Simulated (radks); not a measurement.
Q: K I, configuration [Ar] 5s1 (not the ground configuration). All-electron calculation, non-relativistic Kohn-Sham, r2SCAN, spin-polarised, spherical densities, point nucleus; open shells are filled with parallel spins first; meta-GGA in the generalised Kohn-Sham scheme. Program: a radial shooting solver on a logarithmic mesh with Libxc functionals. Some entries of the table are withheld. Estimate them.

orbital  occ.  eigenvalue (eV)  <r^2> (bohr^2)
1s up       1        -3524.750        0.008938
1s down     1        -3524.747        0.008938
2s up       1        -359.7645          0.1790
2s down     1        -359.7611          0.1790
2p up       3        -286.9536             (1)
2p down     3        -286.9504             (2)
3s up       1         -39.6438           1.885
3s down     1         -39.6344           1.886
3p up       3              (3)           2.416
3p down     3              (4)           2.406
5s up       1          -1.1106           150.8

A: 
(1) 2p up <r^2> (bohr^2): 0.1525
(2) 2p down <r^2> (bohr^2): 0.1525
(3) 3p up eigenvalue (eV): -22.6439
(4) 3p down eigenvalue (eV): -22.6233
